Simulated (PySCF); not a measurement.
# Basis-set dependence of population analyses: `CB1SCCS1`

Species: C₃H₇BS₂.
SMILES with atom numbers: `[CH3:1][B:2]1[S:3][CH2:4][CH2:5][S:6]1` (hydrogens: H7, H8, H9 on C1; H10, H11 on C4; H12, H13 on C5)

PBE0 throughout (PySCF), one geometry, spherical d and f functions. Isolated species at its PBE0-D3(BJ)/def2-SVP geometry (one conformer only). Atoms taken as equivalent share a column and are averaged.

Mulliken charges (e):

```
        basis  functions      C1      B2   S3/S6   C4/C5  H7/H8/H9  H10/H11/H12/H13
       STO-3G         45  -0.330  -0.005  +0.101  -0.223    +0.076           +0.088
        6-31G         76  -0.685  -0.075  +0.226  -0.580    +0.189           +0.225
     pcSseg-0         76  -1.004  +0.438  +0.017  -0.730    +0.255           +0.307
       6-31G*        106  -0.699  +0.080  +0.069  -0.496    +0.197           +0.220
      cc-pVDZ        127  -0.162  +0.045  -0.067  -0.138    +0.064           +0.084
     def2-SVP        127  -0.150  +0.040  -0.105  -0.131    +0.071           +0.091
  aug-cc-pVDZ        209  +0.599  +0.675  +0.010  +0.029    -0.276           -0.131
6-311+G(2d,p)        220  -0.741  +0.258  -0.026  -0.322    +0.167           +0.169
    def2-TZVP        240  -0.426  +0.050  -0.116  -0.184    +0.145           +0.135
      cc-pVTZ        286  -0.357  +0.062  -0.078  -0.175    +0.111           +0.117
     IGLO-III        298  -0.531  +0.152  +0.060  -0.370    +0.121           +0.159
     pcSseg-2        328  -0.160  +0.022  -0.070  -0.105    +0.055           +0.081
```

IAO charges (e):

```csv
basis,functions,C1,B2,S3/S6,C4/C5,H7/H8/H9,H10/H11/H12/H13
STO-3G,45,-0.517,-0.117,+0.189,-0.353,+0.138,+0.137
6-31G,76,-0.571,-0.056,+0.065,-0.345,+0.169,+0.170
pcSseg-0,76,-0.564,-0.062,+0.068,-0.355,+0.168,+0.174
6-31G*,106,-0.557,-0.048,+0.076,-0.332,+0.161,+0.159
cc-pVDZ,127,-0.558,-0.047,+0.076,-0.327,+0.160,+0.157
def2-SVP,127,-0.548,-0.055,+0.081,-0.324,+0.158,+0.154
aug-cc-pVDZ,209,-0.571,-0.041,+0.070,-0.330,+0.165,+0.160
"6-311+G(2d,p)",220,-0.573,-0.050,+0.080,-0.336,+0.165,+0.160
def2-TZVP,240,-0.573,-0.050,+0.083,-0.339,+0.165,+0.160
cc-pVTZ,286,-0.574,-0.045,+0.078,-0.337,+0.166,+0.160
IGLO-III,298,-0.575,-0.054,+0.086,-0.339,+0.165,+0.160
pcSseg-2,328,-0.574,-0.050,+0.082,-0.339,+0.165,+0.160
```

Some averages cover members that differ in this geometry, most widely: H7/H8/H9, Mulliken in aug-cc-pVDZ -0.335 to -0.168; C4/C5, Mulliken in aug-cc-pVDZ +0.003 to +0.056; H10/H11/H12/H13, Mulliken in aug-cc-pVDZ -0.153 to -0.115 e.

**Question.** Which scheme is steadiest as the basis changes?

**Answer.** Largest range over the bases for any column: IAO 0.12 e, Mulliken 1.60 e. IAO charges move least and Mulliken charges most, counted in e. Without the minimal STO-3G basis the ranges are IAO 0.03, Mulliken 1.60 e.

**Question.** How much do the charges still move between the two largest bases, IGLO-III and pcSseg-2?

**Answer.** At most, over all atoms: Mulliken 0.371 e, IAO 0.004 e.

**Question.** What do the same runs give for the total energy, the frontier levels and the dipole moment?

**Answer.** 
| basis | energy (Eh) | HOMO (eV) | LUMO (eV) | μ (D) |
| --- | --- | --- | --- | --- |
| STO-3G | -928.9315 | -3.59 | 3.41 | 1.35 |
| 6-31G | -939.2644 | -6.80 | -0.17 | 1.54 |
| pcSseg-0 | -938.1344 | -7.08 | -0.46 | 1.50 |
| 6-31G* | -939.3477 | -6.69 | -0.19 | 1.47 |
| cc-pVDZ | -939.4011 | -6.68 | -0.20 | 1.36 |
| def2-SVP | -939.0381 | -6.69 | -0.19 | 1.38 |
| aug-cc-pVDZ | -939.4129 | -6.79 | -0.43 | 1.50 |
| 6-311+G(2d,p) | -939.4498 | -6.78 | -0.45 | 1.52 |
| def2-TZVP | -939.4633 | -6.77 | -0.40 | 1.50 |
| cc-pVTZ | -939.4707 | -6.77 | -0.37 | 1.48 |
| IGLO-III | -939.4643 | -6.73 | -0.38 | 1.47 |
| pcSseg-2 | -939.4797 | -6.81 | -0.44 | 1.50 |

The dipole is fixed by the density alone, so its range of 0.19 D shows that the density itself changes with the basis, not only its division among atoms.
